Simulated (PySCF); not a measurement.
Zr(OH)3 (H₃O₃Zr), SMILES [Zr+]([OH])([OH])[OH], charge +1, multiplicity 1. The structure is a stationary point at B3LYP-D3(BJ)/def2-SVP. The multiplicity is an assumed one; other spin states were not compared. The isomer is the one that the SMILES or the coordinates give; other isomers of the formula were not compared. The def2 effective core potentials stand for the cores of Zr; spin–orbit coupling is left out. One conformer was computed; it need not be the lowest.

Problem. Give the equilibrium geometry at B3LYP-D3(BJ)/def2-SVP (PySCF confirms it by a frequency run) as a Z-matrix, and its point group. (The exact figures need the calculation; the answer reports its results.)

Solution. One answer among several that fit: point group C3v.
```
Zr
O 1 1.8809
H 2 0.9673 1 169.47
O 1 1.8809 2 112.74 3 64.52
H 4 0.9673 1 169.47 2 -64.52
O 1 1.8809 2 112.74 3 -64.52
H 6 0.9673 1 169.47 2 64.52
```
Charge +1, spin multiplicity 1.
